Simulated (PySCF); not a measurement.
Spin states of CsIn⁺

Unrestricted PBE0; basis Cs def2-SVP with ECP46, In def2-SVP with ECP28; scalar-relativistic core potentials; PySCF 2.14. Outer shells of the fragments: Cs+ closed shells only; In 4d10 5s2 5p1.

Followed along the bond (rough minima from three points):

```
2Ms+1   unpaired  ⟨S²⟩ at the start  R at minimum (Å)  Te (eV)
    2        σ ↑               0.75              4.42     0.00
    2        π ↑               0.75              4.39     0.44
    4  σ ↑↑, π ↑               3.75              4.40     4.56
```

Solutions found at the starting distance of 3.695 Å, counted from the lowest of them; the search is not exhaustive and high or unbound solutions are not listed, so other states can lie among these:

```
2Ms+1   unpaired  term  E (eV)  ⟨S²⟩  ⟨Lz²⟩  μ (D)
    2        σ ↑   ²Σ⁺    0.00  0.75   0.00  -5.17
    2        π ↑    ²Π    0.30  0.75   1.00  -6.01
    2        δ ↑    ²Δ    4.34  0.75   4.00   8.81
    4  σ ↑↑, π ↑    ⁴Π    4.51  3.75   1.00  -5.84
    4  σ ↑, π ↑↑   ⁴Σ⁻    4.81  3.75   0.00  -6.31
    4      σ ↑↑↑   ⁴Σ⁺    8.03  3.75   0.00   5.75
    4  σ ↑↑, δ ↑    ⁴Δ    9.69  3.75   4.00   8.68
```

A term symbol is given only where ⟨S²⟩ and ⟨Lz²⟩ are close to those of a pure state; real π, δ and φ orbitals otherwise mix terms. A positive dipole points towards In; it is taken about the centre of mass and depends on that origin.

Problem. Compare the gap between the two lowest followed solutions at the starting distance with the gap between their minima.

Solution. At PBE0 the second solution (doublet, unpaired electrons π ↑) lies +0.30 eV from the first (doublet, unpaired electrons σ ↑) at 3.695 Å and +0.44 eV at the minima; the two curves relax by different amounts, since their minima lie near 4.39 and 4.42 Å.

Spin–orbit coupling is left out. Counting both spins, an empty level lies below a filled one in some of these solutions, because spin and occupation are held.
